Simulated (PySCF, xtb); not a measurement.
Cd(I)(Et) (C2H5CdI), SMILES C[CH2][Cd][I].

GFN2-xTB in xtb 6.7.1 at its own geometry gives an orbital gap of 3.49 eV and a dipole moment of 7.28 D.

Geometry: PBE0-D3(BJ)/def2-SVP. The structure was generated by enumeration; whether it is a known compound was not checked. The def2 effective core potentials stand for the cores of Cd, I; spin–orbit coupling is left out. Other conformers were not sampled.

### Question
What does B3LYP/def2-TZVP (PySCF) give? (The exact figures need the calculation; the answer reports its results.)

### Answer
gap 5.67 eV (levels -7.00 and -1.33 eV), dipole 3.05 D.
